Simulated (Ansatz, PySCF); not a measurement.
Input for PySCF:
```python
from pyscf import gto, scf, dft

mol = gto.M(
    atom='''
C    -1.098627    0.003037   -0.023013
Cl    0.576869   -0.001595    0.012084
H    -1.604785    0.945302   -0.039270
H    -1.610222   -0.936413   -0.028077
''',
    basis='sto-3g',
    charge=0,
    spin=1,
    verbose=4,
)

mf = dft.UKS(mol)
mf.xc = 'r2scan'
mf.grids.atom_grid = (99, 590)
mf.grids.prune = None
mf.kernel()
```

Task: Give the equivalent Ansatz (an electronic-structure program) input.

Result: Several could match; the one computed here: 
Ansatz 0.2 input:
```yaml
crystal:
  periodic: [false, false, false]
  atoms:
    - {symbol: C, position_ang: [-1.09862696, 0.00303740, -0.02301348]}
    - {symbol: Cl, position_ang: [0.57686873, -0.00159488, 0.01208396]}
    - {symbol: H, position_ang: [-1.60478493, 0.94530203, -0.03926969]}
    - {symbol: H, position_ang: [-1.61022182, -0.93641342, -0.02807665]}
basis:
  gaussian:
    orbitals: STO-3G
hamiltonian:
  xc: r2scan
magnetization: {spin_polarized: true, initial_magnetization: 1}
accuracy: high
```

Both were run: PySCF gave -493.906203 Eh and Ansatz -493.906214 Eh, 0.011 mEh apart.
